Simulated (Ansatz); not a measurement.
Total energies of BMe2I (C₂H₆BI) from Ansatz at PBE-D4/def2-TZVP, gas phase (1 Eh = 27.2114 eV = 2625.5 kJ/mol). The reference geometry is relaxed at PBE0-D4/def2-SVP.

```xyz
10

B     0.209   -0.016    0.439
C    -0.482    1.315    0.008
H    -1.538    1.229    0.332
H    -0.505    1.435   -1.087
H    -0.080    2.220    0.480
C     0.271   -1.298   -0.448
H     1.197   -1.210   -1.049
H    -0.562   -1.347   -1.168
H     0.346   -2.241    0.109
I     1.145   -0.087    2.384
```

```csv
state,geometry,energy (Eh)
charge 0 singlet,reference,-402.29444
charge 1 doublet,reference,-401.95539
free B atom (doublet),–,-24.61008
free C atom (triplet),–,-37.79597
free H atom (doublet),–,-0.49962
free I atom (doublet),–,-297.66548
```

In the def2 sets I takes a core potential; there is no spin–orbit coupling.

(1) Work out the vertical ionisation energy to the doublet.

(2) What is the binding energy per atom against free atoms?

(1) E(charge 1 doublet) − E(charge 0 singlet) = -401.95539 − (-402.29444) = 0.33905 Eh = 9.23 eV. For comparison, −ε of the highest occupied level is 6.09 eV at this level, 3.14 eV less.

(2) Atoms: 1 × (-24.61008) + 2 × (-37.79597) + 6 × (-0.49962) + 1 × (-297.66548) = -400.86522 Eh. Binding: -400.86522 − (-402.29444) = 1.42922 Eh = 38.89 eV, or 3.89 eV for each of 10 atoms (no zero-point energy, no counterpoise term).
